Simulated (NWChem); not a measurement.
Everything below was run with NWChem. System: H$_{2}$Zn, charge 0, spin multiplicity 1, at a geometry optimised with PBE0/def2-SVP. The structure started from a generated list of species. Level: HF/def2-SVPD.

The NWChem input:

```
start mol
memory heap 200 mb stack 900 mb global 1100 mb
geometry units angstroms nocenter noautoz
  Zn     0.000000     0.000000     0.000000
  H      0.000000     0.000000     1.550124
  H      0.000000     0.000000    -1.550124
  symmetry group D2h
end
basis spherical
  * library def2-svpd
end
dft
  xc hfexch
  semidirect memsize 60000000 filesize 0
  iterations 100
end
property
  dipole
  response 1 0.0428
end
task dft property
```

Output (cleaned and shortened):

```
             Northwest Computational Chemistry Package (NWChem) 7.3.0
             --------------------------------------------------------

                                NWChem Input Module
                                -------------------

 Scaling coordinates for geometry "geometry" by  1.889725989
 (inverse scale =  0.529177249)

 Turning off AUTOSYM since
 SYMMETRY directive was detected!

                             Geometry "geometry" -> ""
                             -------------------------

 Output coordinates in angstroms (scale by  1.889725989 to convert to a.u.)

  No.       Tag          Charge          X              Y              Z
 ---- ---------------- ---------- -------------- -------------- --------------
    1 Zn                  30.0000     0.00000000     0.00000000     0.00000000
    2 H                    1.0000     0.00000000     0.00000000     1.55012400
    3 H                    1.0000     0.00000000     0.00000000    -1.55012400

 Effective nuclear repulsion energy (a.u.)      20.6533306784

            Nuclear Dipole moment (a.u.)
            ----------------------------
        X                 Y               Z
 ---------------- ---------------- ----------------
     0.0000000000     0.0000000000     0.0000000000

      Symmetry information
      --------------------

 Group name             D2h
 Group number             26
 Group order               8
 No. of unique centers     2

      Symmetry unique atoms

     1    2


 Summary of "ao basis" -> "" (spherical)
 ------------------------------------------------------------------------------
       Tag                 Description            Shells   Functions and Types
 ---------------- ------------------------------  ------  ---------------------
 *                         def2-svpd                  on all atoms

  xc_inp: hfexch multiplicative factor not found.
                              NWChem Property Module
                              ----------------------

                                 NWChem DFT Module
                                 -----------------

 Summary of "ao basis" -> "ao basis" (spherical)
[...]
     2   0 2 0    -10.894330     -5.447165     -5.447165      0.000000
     2   0 1 1      0.000000      0.000000      0.000000      0.000000
     2   0 0 2    -17.388037    -17.274873    -17.274873     17.161710

 *** CALLING NEW AORESP DRIVER FOR CLOSED AND OPEN SHELLS ***
 Entering AOResponse driver routine

--------------------------------------------------------------------------------

          ****************
          *** RESPONSE ***
          ****************

 Response module for NWChem and dynamic CPKS solver

          -----------------------------------------------
          Solving response equations for perturbing field
          -----------------------------------------------

 number of frequencies:     1
 frequency in a.u.:  0.4280000E-01
 Perturbing field: electric
 Using El. Dipole Length Gauge

 Setting up CPKS with frequency omega =      0.04280000 a.u.

                            NWChem Dynamic CPHF Module
                            --------------------------

    scftype = RHF
    nclosed =   16
      nopen =    0
  variables =     1088
  num. vecs =        3
  tolerance =   1.0D-04
  max. iter =   50

 SCF residual:    1.4818334375958714E-005

Iterative solution of linear equations
  No. of variables     1088
  No. of equations        3
  Maximum subspace       30
       Convergence  1.0D-04

 ga_lkain filestub:cphf_sol
 ga_lkain filesoln:./mol.cphf_sol

   iter   nsub   residual    time
   ----  ------  --------  ---------
     1      3    2.07D+00       2.1
     2      6    3.54D-01       3.2
     3      9    1.26D-01       4.2
     4     12    3.40D-02       5.3
     5     15    3.10D-03       6.5
     6     18    4.13D-04       7.5
     7     21    3.94D-05       8.6

 Electric Dipole Response Matrix (nonzero elements):

              1        2        3
    1   24.8601   0.0000   0.0000
    2    0.0000  24.8601   0.0000
    3   -0.0000   0.0000  31.1506

 ------------------------------------------
 average:        26.95692 + I       0.00000

 DFT Linear Response polarizability / au
 Frequency  =       0.0428000 / au
 Wavelength =    1064.5643224 / nm
              X              Y              Z
 -----------------------------------------------
 X      24.8600743      0.0000000      0.0000000
 Y       0.0000000     24.8600743      0.0000000
 Z      -0.0000000      0.0000000     31.1506242
 -----------------------------------------------
 Eigenvalues =      24.8600743     24.8600743     31.1506242
 Isotropic   =      26.9569243
 Anisotropic =       6.2905499
 -----------------------------------------------

 Magnetic Dipole Response Matrix (nonzero elements):
 Optical rotation tensor Beta

              1        2        3
    1   -0.0000  -0.0000  -0.0000
    2    0.0000   0.0000   0.0000
    3    0.0000  -0.0000   0.0000

 ------------------------------------------
 average:        -0.00000 + I       0.00000

 Exiting AOResponse driver routine

          -------------
          Dipole Moment
          -------------

 Center of charge (in au) is the expansion point
         X =       0.0000000 Y =       0.0000000 Z =       0.0000000

   Dipole moment        0.0000000213 A.U.
             DMX       -0.0000000000 DMXEFC        0.0000000000
             DMY       -0.0000000000 DMYEFC        0.0000000000
             DMZ        0.0000000213 DMZEFC        0.0000000000
   -EFC- dipole         0.0000000000 A.U.
   Total dipole         0.0000000213 A.U.

   Dipole moment        0.0000000541 Debye(s)
             DMX       -0.0000000000 DMXEFC        0.0000000000
             DMY       -0.0000000000 DMYEFC        0.0000000000
             DMZ        0.0000000541 DMZEFC        0.0000000000
   -EFC- dipole         0.0000000000 DEBYE(S)
   Total dipole         0.0000000541 DEBYE(S)

 1 a.u. = 2.541766 Debyes

 Task  times  cpu:        8.7s     wall:        8.7s

 Total times  cpu:        8.7s     wall:        8.7s
```
